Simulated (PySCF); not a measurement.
# Tm(III) with more and more NH2

Computed with PySCF 2.14.0, PBE0, def2-SVP on the ligands, density fitting, scalar-relativistic core potentials, no spin-orbit coupling, vacuum. The metal has lcecp-1-SVP with ECP58. Each complex is relaxed within the symmetry of its template. Distances are means of the shortest metal–ligand contacts, charges and spins Mulliken's; removal energies are rigid, with the ligand's formal charge and no counterpoise, so too large; for an anion taken off a cation in vacuum most of it is the attraction of opposite charges, and multiply charged cations can part far more cheaply with an electron moved from ligand to metal. lcecp potentials hold a fixed number of 4f electrons in the core, out of states, spins and gaps.

Question: Order these by the metal–ligand distance, lowest first.
A. [Tm(NH2)4]−
B. [Tm(NH2)2]+
C. Tm(NH2)3

Answer: B (2.040), C (2.142), A (2.217).

Question: What else do they give?

Answer: 
| complex | point group | M–NH2 (Å) | charge on M (e) | removal of one NH2 (eV) | strongest infrared band, degenerate modes summed (cm⁻¹) | unstable modes (below −25 cm⁻¹) |
| --- | --- | --- | --- | --- | --- | --- |
| [Tm(NH2)2]+ | C2v | 2.040 | 1.19 | 17.41 | 625 | 0 |
| Tm(NH2)3 | nearly D3h | 2.142 | 0.89 | 10.88 | 531 | 0 |
| [Tm(NH2)4]− | S4 | 2.217 | 0.60 | 5.33 | 469 | 0 |

The more ligands, the longer each bond and the weaker the last ligand is held.

Moved off a saddle point of the template and relaxed again: [Tm(NH2)2]+, Tm(NH2)3, [Tm(NH2)4]−. One start shape was tried for each, so a minimum needn't be the lowest isomer.
